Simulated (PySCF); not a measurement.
## A computed series MCl3(H2O)

Computed with PySCF 2.14.0, PBE0, def2-SVP on the ligands, density fitting, scalar-relativistic core potentials, no spin-orbit coupling, vacuum. Each member is relaxed from one template within its symmetry. Distances are means of the shortest metal–ligand contacts, charges and spins Mulliken's; removal energies are rigid, with the ligand's formal charge and no counterpoise, so too large; for an anion taken off a cation in vacuum most of it is the attraction of opposite charges, and multiply charged cations can part far more cheaply with an electron moved from ligand to metal. lcecp potentials hold a fixed number of 4f electrons in the core, out of states, spins and gaps.

| metal | basis on the metal | point group | M–Cl (Å) | M–H2O (Å) | charge on M (e) | dipole (D) | removal of one Cl (eV) | strongest infrared band, degenerate modes summed (cm⁻¹) | unstable modes (below −25 cm⁻¹) |
| --- | --- | --- | --- | --- | --- | --- | --- | --- | --- |
| La | def2-SVP with ECP46 | C1 | 2.634 | 2.525 | 0.95 | 5.03 | 8.83 | 3924 | 0 |
| Nd | lcecp-1-SVP with ECP49 | Cs | 2.552 | 2.454 | 0.89 | 5.48 | 8.79 | – | 1 (soft) |
| Eu | lcecp-1-SVP with ECP52 | Cs | 2.525 | 2.412 | 0.88 | 5.78 | 8.90 | – | 1 (soft) |
| Dy | lcecp-1-SVP with ECP55 | C1 | 2.487 | 2.363 | 0.86 | 5.83 | 9.06 | 254 | 0 (lowest -3 cm⁻¹, within noise) |
| Tl | def2-SVP with ECP60 | Cs | 2.409 | 2.451 | 0.62 | 3.43 | 9.25 | 478 | 0 |

A further member has point group Cs, M–Cl (Å) 2.453, M–H2O (Å) 2.318, charge on M (e) 0.84, dipole (D) 5.92, removal of one Cl (eV) 9.17, strongest infrared band, degenerate modes summed (cm⁻¹) 266, unstable modes (below −25 cm⁻¹) 0 (lowest -21 cm⁻¹, within noise). Which metal is it?

Tm, lcecp-1-SVP with ECP58. This is one of several that fit.

From Nd to Tm the M–Cl distance shrinks by 0.10 Å, the lanthanide contraction, and the energy to remove one Cl rises by 0.37 eV.

Members with unstable modes aren't minima as they stand: saddle points kept by symmetry or, where the modes are soft, flat surfaces and noise. Moved off a saddle point of the template and relaxed again: La, Dy. One start shape was tried for each, so a minimum needn't be the lowest isomer.
